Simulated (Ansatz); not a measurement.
Geometry optimisation, RKS PBE-D4/def2-SVP in Ansatz 0.2.0.

Input file:

```yaml
crystal:
  periodic: [false, false, false]
  atoms:
    - { symbol: Ga, position_ang: [0.071034, -0.235359, -0.043782] }
    - { symbol: O, position_ang: [0.116402, -0.50331, 1.735916] }
    - { symbol: H, position_ang: [-0.767061, -0.617672, 2.129378] }
    - { symbol: "N", position_ang: [1.649673, -0.287399, -0.940431] }
    - { symbol: H, position_ang: [2.508489, -0.098982, -0.415811] }
    - { symbol: H, position_ang: [1.699001, 0.126619, -1.876025] }
    - { symbol: O, position_ang: [-1.456817, -0.146782, -1.002739] }
    - { symbol: H, position_ang: [-2.254162, -0.213716, -0.447703] }
    - { symbol: H, position_ang: [-0.021091, 2.293057, 1.092342] }
    - { symbol: H, position_ang: [0.015832, 1.699443, 1.507256] }
basis:
  gaussian: { orbitals: def2-SVP }
hamiltonian:
  xc: pbe
  dispersion: d4
relax:
  f_tol: 0.03
  max_steps: 50
```

Command:

```bash
$ ansatz run input.yaml --threads 2 --pin off --max-ram 3072MiB --backend cpu --events-out ev --progress --plain --runs-dir out
```

Q: Where does it end, and by what steps?

A: It converged. The force dipped under the threshold on the way, but the program's further checks kept it going. After 12 steps the energy has fallen by 0.096 eV; H9 moved furthest, 0.99 Å.

```csv
step,energy less start (eV),largest force component (eV/Å),accepted
0,0.0000,1.639,yes
1,-0.0752,0.141,yes
2,-0.0824,0.069,yes
3,-0.0853,0.078,yes
4,-0.0828,0.641,no
5,-0.0887,0.038,yes
6,-0.0890,0.062,yes
7,-0.0919,0.015,yes
8,-0.0935,0.140,yes
9,-0.0942,0.173,yes
10,-0.0949,0.121,yes
11,-0.0955,0.020,yes
12,-0.0957,0.022,yes
```

```xyz
10
Properties=species:S:1:pos:R:3
Ga 0.102 -0.367 -0.201
O 0.142 -0.340 1.610
H -0.748 -0.349 2.007
N 1.687 -0.500 -1.083
H 2.539 -0.213 -0.595
H 1.720 -0.220 -2.066
O -1.425 -0.395 -1.161
H -2.222 -0.415 -0.600
H -0.188 2.786 1.935
H -0.045 2.029 1.893
```

The run took 39 s on 2 threads of Arm Neoverse N1, on a shared host, peak memory 0.14 GiB.
